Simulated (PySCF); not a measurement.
H3O3Y, SMILES [OH][Y]([OH])[OH]. Coordinates come from a PBE0-D3(BJ)/def2-SVP optimisation. The def2 effective core potentials stand for the cores of Y; spin–orbit coupling is left out. The values are those of a single conformer.

Computed equilibrium geometry at PBE0-D3(BJ)/def2-SVP (PySCF confirms it by a frequency run) as Cartesian coordinates in Å, and its point group (one conformer of several):
point group D3h.
```xyz
7

Y      0.0000     0.0000     0.0000
O      2.0275     0.0000     0.0000
H      2.9828     0.0000     0.0000
O     -1.0138    -1.7559     0.0000
H     -1.4914    -2.5832     0.0000
O     -1.0138     1.7559     0.0000
H     -1.4914     2.5832     0.0000
```
Charge 0, spin multiplicity 1.
